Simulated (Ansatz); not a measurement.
The cluster PbO₂⁺. Total charge 1; doublet. Geometry r2SCAN-D4/def2-TZVP, that of the neutral singlet; atoms count from 1.

```
atom    x (Å)    y (Å)    z (Å)
 Pb1   0.1807  -0.8730  -0.9394
  O2   0.6637   0.4462   0.6057
  O3  -0.8444   0.4268   0.3337
```

In the def2 sets Pb takes a core potential; there is no spin–orbit coupling. The structure holds 1 bond(s) between oxygen atoms. The structure comes from a short search, and lower isomers may exist.

Estimate the Mulliken populations from the PBE0/def2-TZVP orbitals of Ansatz.


```
atom  charge (e)  spin (α − β)
 Pb1        1.21         -0.07
  O2       -0.10          0.54
  O3       -0.10          0.53
```
Mulliken values depend strongly on the basis.

Where does the spin sit?

Summed by element: Pb -0.07, O 1.07, of 1 unpaired in all. Largest on single atoms: O2 0.54, O3 0.53, Pb1 -0.07.

And the Mayer bond orders between heavy atoms (over 0.3)?

Pb1–O2 0.66 (2.09 Å); Pb1–O3 0.66 (2.09 Å); O2–O3 1.31 (1.53 Å).
